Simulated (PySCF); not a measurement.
PySCF job for BFHO, SMILES [OH+]=BF, charge +1, TDDFT-PBE/def2-TZVPD. Geometry: B3LYP-D3(BJ)/def2-TZVP. A frequency run showed that this geometry is not a minimum. The isomer is the one that the SMILES or the coordinates give; other isomers of the formula were not compared.

```python
import numpy as np
from pyscf import gto, scf, dft, tdscf

mol = gto.M(
    atom='''
    O     0.00000000    0.00000000    1.18839491
    B     0.00000000    0.00000000   -0.03375800
    F     0.00000000    0.00000000   -1.27720451
    H     0.00000000    0.00000000    2.15647122
    ''',
    basis='def2-TZVPD',
    charge=1,
    spin=0,
    symmetry=True,
    symmetry_subgroup='C2v',
    max_memory=1600,
    verbose=4,
)
mf = dft.RKS(mol, xc='pbe').density_fit(auxbasis='def2-universal-jkfit')
mf.grids.level = 3
mf.conv_tol = 1e-9
mf.max_cycle = 100
mf.kernel()
mf.grids = dft.Grids(mol).set(level=1).build(with_non0tab=True)  # coarser grid for the response kernel
td = tdscf.TDDFT(mf)
td.singlet = True
td.nstates = 10
td.conv_tol = 1e-4
td.positive_eig_threshold = 1e-6
td.kernel(x0=td.get_init_guess(mf, 15))
td.analyze()
tt = tdscf.TDA(mf)
tt.singlet = False
tt.nstates = 4
tt.conv_tol = 1e-4
tt.positive_eig_threshold = 1e-6
tt.kernel(x0=tt.get_init_guess(mf, 9))
tt.analyze(verbose=3)
```

Output:

```
PySCF version 2.14.0

[INPUT] verbose = 4
[INPUT] num. atoms = 4
[INPUT] num. electrons = 22
[INPUT] charge = 1
[INPUT] spin (= nelec alpha-beta = 2S) = 0
[INPUT] symmetry True subgroup C2v
[INPUT] Mole.unit = angstrom
[INPUT] Symbol           X                Y                Z      unit          X                Y                Z       unit  Magmom
[INPUT]  1 O      0.000000000000   0.000000000000   1.188394910000 AA    0.000000000000   0.000000000000   2.245740907727 Bohr   0.0
[INPUT]  2 B      0.000000000000   0.000000000000  -0.033758000000 AA    0.000000000000   0.000000000000  -0.063793374513 Bohr   0.0
[INPUT]  3 F      0.000000000000   0.000000000000  -1.277204510000 AA    0.000000000000   0.000000000000  -2.413566728959 Bohr   0.0
[INPUT]  4 H      0.000000000000   0.000000000000   2.156471220000 AA    0.000000000000   0.000000000000   4.075140001307 Bohr   0.0

nuclear repulsion = 58.8913185559114
point group symmetry = Coov, use subgroup C2v
symmetry origin: [ 0.00000000e+00  0.00000000e+00 -7.39458052e-09]
symmetry axis x: [1. 0. 0.]
symmetry axis y: [0. 1. 0.]
symmetry axis z: [0. 0. 1.]
num. orbitals of irrep A1 = 58
num. orbitals of irrep A2 = 12
num. orbitals of irrep B1 = 28
num. orbitals of irrep B2 = 28
number of shells = 46
number of NR pGTOs = 173
number of NR cGTOs = 126
basis = def2-TZVPD
ecp = {}


[settings echo left out]
init E= -200.870511985334
HOMO (B2) = -0.468137207152984  LUMO (A1) = -0.0808631441044234  gap/eV = 10.53826
cycle= 1 E= -200.053035001051  delta_E= 0.817  |g|= 0.758  |ddm|= 2.84
HOMO (B1) = -0.544615341904484  LUMO (A1) = -0.284069982637849  gap/eV = 7.08980
cycle= 2 E= -199.695067105946  delta_E= 0.358  |g|= 1.61  |ddm|= 1.15
HOMO (B1) = -0.666804949763535  LUMO (A1) = -0.30007881806236  gap/eV = 9.97913
cycle= 3 E= -200.13847202584  delta_E= -0.443  |g|= 0.171  |ddm|= 0.792
HOMO (B1) = -0.657962156409775  LUMO (A1) = -0.300039499385587  gap/eV = 9.73957
cycle= 4 E= -200.142815253715  delta_E= -0.00434  |g|= 0.117  |ddm|= 0.146
HOMO (B1) = -0.659152938207486  LUMO (A1) = -0.299647136299562  gap/eV = 9.78265
cycle= 5 E= -200.144766612626  delta_E= -0.00195  |g|= 0.0156  |ddm|= 0.056
HOMO (B2) = -0.657064266662075  LUMO (A1) = -0.298377773107077  gap/eV = 9.76036
cycle= 6 E= -200.144812466452  delta_E= -4.59e-05  |g|= 0.00437  |ddm|= 0.0173
HOMO (B1) = -0.657662981158904  LUMO (A1) = -0.298696396691611  gap/eV = 9.76798
cycle= 7 E= -200.144816041795  delta_E= -3.58e-06  |g|= 0.000721  |ddm|= 0.00416
HOMO (B2) = -0.657689738260762  LUMO (A1) = -0.298672819342105  gap/eV = 9.76935
cycle= 8 E= -200.144816141714  delta_E= -9.99e-08  |g|= 9.23e-05  |ddm|= 0.00096
HOMO (B2) = -0.657685141996735  LUMO (A1) = -0.298670037130339  gap/eV = 9.76930
cycle= 9 E= -200.144816143232  delta_E= -1.52e-09  |g|= 6.62e-06  |ddm|= 7.15e-05
HOMO (B1) = -0.657684141144627  LUMO (A1) = -0.298669532529562  gap/eV = 9.76929
cycle= 10 E= -200.144816143239  delta_E= -7.11e-12  |g|= 4.18e-07  |ddm|= 4.8e-06
HOMO (B1) = -0.657684282902367  LUMO (A1) = -0.298669555953683  gap/eV = 9.76929
Extra cycle  E= -200.144816143238  delta_E= 9.66e-13  |g|= 1e-06  |ddm|= 7.69e-07
converged SCF energy = -200.144816143238
tot grids = 18136
Overwritten attributes  positive_eig_threshold  of <class 'pyscf.tdscf.rks.CasidaTDDFT'>


******** <class 'pyscf.tdscf.rks.CasidaTDDFT'> for <class 'pyscf.df.df_jk.DFSymAdaptedRKS'> ********
nstates = 10 singlet
deg_eia_thresh = 1.000e-03
wfnsym = None
conv_tol = 0.0001
eigh lindep = 1e-12
eigh level_shift = 0
eigh max_cycle = 100


Excitation energies (eV)
[ 9.99361864  9.99361864 10.39286995 10.52856003 10.52856977 12.15915866
 12.15915866 12.48045271 12.48045271 12.53377381]

** Singlet excitation energies and oscillator strengths **
Excited State   1:   B2      9.99362 eV    124.06 nm  f=0.0144
      11 -> 12       -0.70551
Excited State   2:   B1      9.99362 eV    124.06 nm  f=0.0144
      10 -> 12       -0.70551
Excited State   3:   A2     10.39287 eV    119.30 nm  f=0.0000
      10 -> 14       -0.50000
      11 -> 13        0.50000
Excited State   4:   A1     10.52856 eV    117.76 nm  f=0.0000
      10 -> 13       -0.49975
      11 -> 14        0.49975
Excited State   5:   A2     10.52857 eV    117.76 nm  f=0.0000
      10 -> 14        0.49975
      11 -> 13        0.49975
Excited State   6:   B2     12.15916 eV    101.97 nm  f=0.0661
       9 -> 12       -0.68690
      11 -> 15       -0.15491
Excited State   7:   B1     12.15916 eV    101.97 nm  f=0.0661
       8 -> 12       -0.68690
      10 -> 15       -0.15491
Excited State   8:   B2     12.48045 eV     99.34 nm  f=0.0102
       9 -> 12       -0.15397
      11 -> 15        0.68864
Excited State   9:   B1     12.48045 eV     99.34 nm  f=0.0102
       8 -> 12        0.15397
      10 -> 15       -0.68864
Excited State  10:   A2     12.53377 eV     98.92 nm  f=0.0000
       8 -> 14        0.50000
       9 -> 13       -0.50000

** Transition electric dipole moments (AU) **
state          X           Y           Z        Dip. S.      Osc.
  1        -0.0000     -0.2427      0.0000      0.0589      0.0144
  2        -0.2427     -0.0000      0.0000      0.0589      0.0144
  3         0.0000     -0.0000      0.0000      0.0000      0.0000
  4        -0.0000     -0.0000      0.0000      0.0000      0.0000
  5        -0.0000      0.0000     -0.0000      0.0000      0.0000
  6        -0.0000     -0.4710      0.0000      0.2218      0.0661
  7        -0.4710      0.0000      0.0000      0.2218      0.0661
  8         0.0000     -0.1829      0.0000      0.0335      0.0102
  9         0.1829      0.0000      0.0000      0.0335      0.0102
 10        -0.0000      0.0000     -0.0000      0.0000      0.0000

** Transition velocity dipole moments (imaginary part, AU) **
state          X           Y           Z        Dip. S.      Osc.
  1        -0.0000     -0.0894      0.0000      0.0080      0.0145
  2        -0.0894     -0.0000      0.0000      0.0080      0.0145
  3         0.0000     -0.0000      0.0000      0.0000      0.0000
  4        -0.0000     -0.0000      0.0000      0.0000      0.0000
  5        -0.0000      0.0000     -0.0000      0.0000      0.0000
  6        -0.0000     -0.2100      0.0000      0.0441      0.0658
  7        -0.2100      0.0000     -0.0000      0.0441      0.0658
  8         0.0000     -0.0854      0.0000      0.0073      0.0106
  9         0.0854      0.0000      0.0000      0.0073      0.0106
 10        -0.0000      0.0000     -0.0000      0.0000      0.0000

** Transition magnetic dipole moments (imaginary part, AU) **
state          X           Y           Z
  1        -0.5887      0.0000      0.0000
  2        -0.0000      0.5887     -0.0000
  3         0.0000     -0.0000      0.0000
  4        -0.0000      0.0000      0.0000
  5        -0.0000      0.0000     -0.0000
  6         0.0638      0.0000     -0.0000
  7         0.0000     -0.0638     -0.0000
  8         0.0887     -0.0000      0.0000
  9        -0.0000      0.0887      0.0000
 10        -0.0000      0.0000     -0.0000
Overwritten attributes  positive_eig_threshold  of <class 'pyscf.tdscf.rks.TDA'>


******** <class 'pyscf.tdscf.rks.TDA'> for <class 'pyscf.df.df_jk.DFSymAdaptedRKS'> ********
nstates = 4 triplet
deg_eia_thresh = 1.000e-03
wfnsym = None
conv_tol = 0.0001
eigh lindep = 1e-12
eigh level_shift = 0
eigh max_cycle = 100


Excitation energies (eV)
[9.45242842 9.4554111  9.4554111  9.81021452]

** Triplet excitation energies and oscillator strengths **
Excited State   1:   A1      9.45243 eV    131.17 nm  f=0.0000
Excited State   2:   B1      9.45541 eV    131.13 nm  f=0.0000
Excited State   3:   B2      9.45541 eV    131.13 nm  f=0.0000
Excited State   4:   A1      9.81021 eV    126.38 nm  f=0.0000
```

Self-consistency was reached.

Cost: around 13 core-seconds (rough).
